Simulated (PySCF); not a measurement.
**Electronic absorption of BF3**

Species: BF3.
SMILES: `FB(F)F`

Method used: PySCF, TDDFT CAM-B3LYP/def2-SVPD, vertical, gas phase, core orbitals frozen in the response. Isolated species at its PBE0-D3(BJ)/def2-SVP geometry, gas phase.

```tsv
state	E (eV)	E (hartree)	f	symmetry	main configurations (H = HOMO, L = LUMO)
S1	10.79	0.3964	0.0000	–	H→L+1 (98%)
S2	10.88	0.3999	0.0000	–	H→L (95%)
S3	11.74	0.4316	0.0000	–	H-2/H-1→L (≥95%)
S4	11.75	0.4316	0.0000	–	H-2/H-1→L (≥95%)
S5	11.93	0.4386	0.0002	–	H-3→L+1 (98%)
S6	11.94	0.4386	0.0002	–	H-4→L+1 (98%)
S7	12.05	0.4428	0.037	E′	H-3→L (84%)
S8	12.05	0.4428	0.036	E′	H-4→L (83%)
S9	12.67	0.4656	0.199	E′	H-2/H-1→L+1 (≥73%), H-3→L (10%)
S10	12.67	0.4656	0.199	E′	H-2/H-1→L+1 (≥73%), H-4→L (10%)
```

Triplets (Tamm–Dancoff): T1 10.54 eV, H→L+1 (98%); T2 10.68 eV, H→L (93%); T3 11.10 eV, H-2/H-1→L+1 (≥94%); T4 11.10 eV, H-2/H-1→L+1 (≥94%).

The lowest singlet comes at 115 nm (1041 kJ/mol) in the vacuum ultraviolet; it is dark (f under 0.0005); its leading configuration is HOMO→LUMO+1 (98%). The strongest level in the table is S9/S10 at 12.67 eV (98 nm, f = 0.398 summed). It is the last of those listed, so stronger ones may follow. S3/S4, S5/S6, S7/S8 and S9/S10 lie within about 0.01 eV of each other in each set; the point group D3h has degenerate representations, and within a degenerate level the listed configurations can mix freely. Löwdin shares by element: HOMO fluorine 100%; LUMO boron 78%, fluorine 22%. Weighted by f, the mean energy of these states is 12.57 eV. The listed states span 1.88 eV, and the widest gap between neighbours is 0.86 eV (S2 to S3). Orbital energies (eV): HOMO-3 -15.16, HOMO-2 -14.87, HOMO-1 -14.87, HOMO -13.98, LUMO 0.51, LUMO+1 1.80, LUMO+2 3.20. Symmetry labels in D3h follow from the direction of the transition dipole and are given only for states with f of 0.002 or more. Orbitals of the list HOMO-3 to LUMO+2 that lie within 0.01 eV of each other are written together with a slash and their weights summed (≥ marks a lower bound); for degenerate orbitals outside that list single weights are arbitrary. The window holds the lowest 10 singlets.
